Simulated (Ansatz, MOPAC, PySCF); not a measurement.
Molecule: SiAsH4, net charge 0, doublet state. SMILES: [AsH2][SiH2]
Geometry: optimised at B3LYP-D3(BJ)/def2-TZVP (Ansatz, a quantum-chemistry and plane-wave program).

Unscaled harmonic wavenumbers (cm⁻¹) in rising order, each level at the stationary point that it reaches from this structure (no distance between atoms moves by over 0.3 Å); the order of modes can differ between levels, and a negative number is imaginary. B3LYP-D3(BJ)/def2-TZVP (PySCF, at the structure above): 158, 343, 453, 488, 702, 720, 916, 977, 2160, 2174, 2182, 2194.

PM6 (MOPAC): 121, 372, 411, 456, 653, 662, 877, 985, 2025, 2060, 2290, 2305. Zero-point energy 18.9 against 19.3 kcal/mol; where all levels lie over 400 cm⁻¹, the wavenumbers are on average 0.964 times those of B3LYP-D3(BJ)/def2-TZVP.

HF/3-21G (Ansatz): 127, 322, 493, 546, 744, 796, 959, 1074, 2193, 2198, 2254, 2273. Zero-point energy 20.0 against 19.3 kcal/mol; where all levels lie over 400 cm⁻¹, the wavenumbers are on average 1.061 times those of B3LYP-D3(BJ)/def2-TZVP.

HF/6-31G* with LANL2DZ past Ar (Ansatz): 149, 371, 512, 577, 775, 794, 989, 1100, 2265, 2283, 2353, 2372. Zero-point energy 20.8 against 19.3 kcal/mol; where all levels lie over 400 cm⁻¹, the wavenumbers are on average 1.098 times those of B3LYP-D3(BJ)/def2-TZVP.

B3LYP/6-31G* with LANL2DZ past Ar (Ansatz): 163, 333, 472, 500, 715, 730, 915, 1009, 2105, 2133, 2183, 2216. Zero-point energy 19.3 against 19.3 kcal/mol; where all levels lie over 400 cm⁻¹, the wavenumbers are on average 1.010 times those of B3LYP-D3(BJ)/def2-TZVP.
